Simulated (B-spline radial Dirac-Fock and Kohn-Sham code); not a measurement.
**Magnetic form factor of the 3d shell of Eu³⁷⁺**

System: Eu³⁷⁺, 1s2 2s2 2p6 3s2 3p6 3d8.

The run's input, task.json:

```json
{"items": [{
  "Z": 63,
  "q": 37,
  "cfg": [[1, 0, 2], [2, 0, 2], [2, 1, 6], [3, 0, 2], [3, 1, 6], [3, 2, 8]],
  "A": 153,
  "rrms": 5.1115,
  "do": ["scatter"],
  "s": [0.0, 0.05, 0.1, 0.15, 0.2, 0.25, 0.3, 0.35, 0.4, 0.45, 0.5, 0.6, 0.7, 0.8, 0.9, 1.0, 1.1, 1.2, 1.4, 1.6, 1.8, 2.0, 2.5, 3.0, 3.5, 4.0, 5.0, 6.0],
  "pz": [0, 0.1, 0.2, 0.3, 0.4, 0.5, 0.6, 0.8, 1.0, 1.2, 1.4, 1.6, 1.8, 2.0, 2.5, 3.0, 4.0, 5.0, 7.0, 10.0, 15.0, 20.0, 30.0, 40.0, 60.0, 100.0],
  "hv_scatter": [1000, 5000, 8047.8, 10000, 17479.3, 20000, 100000, 500000]
}]}
```

Launch: `python xray_run.py task.json out`

The computed values come from a radial B-spline solver: configuration-average Dirac-Fock orbitals. ⟨j_K⟩ is the integral of the 3d radial density with the spherical Bessel function j_K(4πsr), s = sin θ/λ.

```csv
s (Å⁻¹),⟨j0⟩,⟨j2⟩,⟨j4⟩
0,1.0000,0.0000,0.0000
0.05,0.9990,0.0004,0.0000
0.1,0.9961,0.0016,0.0000
0.15,0.9912,0.0035,0.0000
0.2,0.9843,0.0062,0.0000
0.25,0.9756,0.0097,0.0000
0.3,0.9651,0.0139,0.0001
0.35,0.9528,0.0187,0.0001
0.4,0.9388,0.0241,0.0002
0.45,0.9232,0.0302,0.0004
0.5,0.9061,0.0368,0.0006
0.6,0.8676,0.0513,0.0012
0.7,0.8243,0.0673,0.0021
0.8,0.7771,0.0843,0.0035
0.9,0.7268,0.1018,0.0053
1,0.6745,0.1192,0.0077
1.1,0.6210,0.1362,0.0107
1.2,0.5672,0.1524,0.0143
1.4,0.4618,0.1807,0.0231
1.6,0.3634,0.2022,0.0340
```

Radial moments of the shell: ⟨r²⟩ = 0.05361, ⟨r⁴⟩ = 0.004914, ⟨r⁶⟩ = 0.0006900 in powers of bohr.
